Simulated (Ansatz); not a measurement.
Start from `ClCC1=C[SiH2]1` and change one atom or group to get `[GeH3][NH]C1=C[SiH2]1`.

Ansatz, PBE0-D4/def2-TZVP geometries, multiplicity 1. Each molecule was computed in one conformer, which needn't be the lowest.

Scalar relativity is left out up to krypton.

```tsv
property	`ClCC1=C[SiH2]1`
HOMO–LUMO gap (B3LYP/def2-TZVPP) / eV	6.66
LUMO energy (ωB97M-V/def2-TZVPP) / eV	1.58
HOMO–LUMO gap (PBE0/def2-TZVPP) / eV	7.07
size of the dipole moment (PBE/def2-TZVPP) / D	1.77
size of the dipole moment (ωB97M-V/def2-TZVPP) / D	1.81
ideal-gas entropy at 298 K and 1 bar (rigid rotor, harmonic PBE0-D4/def2-TZVP) / J/(mol·K)	335
```

Question: Give the same properties after the change, and the shifts. (Best estimate.)

Answer: Ansatz gave: 
```
                                                                                  property  `[GeH3][NH]C1=C[SiH2]1`  shift
                                                     HOMO–LUMO gap (B3LYP/def2-TZVPP) / eV                     6.05  -0.61
                                                     LUMO energy (ωB97M-V/def2-TZVPP) / eV                     1.82   0.24
                                                      HOMO–LUMO gap (PBE0/def2-TZVPP) / eV                     6.50  -0.57
                                            size of the dipole moment (PBE/def2-TZVPP) / D                     2.03   0.26
                                        size of the dipole moment (ωB97M-V/def2-TZVPP) / D                     1.86   0.05
ideal-gas entropy at 298 K and 1 bar (rigid rotor, harmonic PBE0-D4/def2-TZVP) / J/(mol·K)                      365     30
```

With PBE0 the HOMO rises by 1.25 eV and the LUMO rises by 0.68 eV, so the gap narrows by about 0.57 eV. PBE moves the HOMO by 1.16 eV and ωB97M-V by 1.29 eV. The zero-point energy changes by 28.8 kJ/mol with +6 modes. Dipoles are sizes alone; their direction can turn. Modes under 60 cm⁻¹, often nearly free rotors, make the harmonic entropy too high.

B3LYP here is the variant with VWN-RPA as its local correlation; programs differ in this.
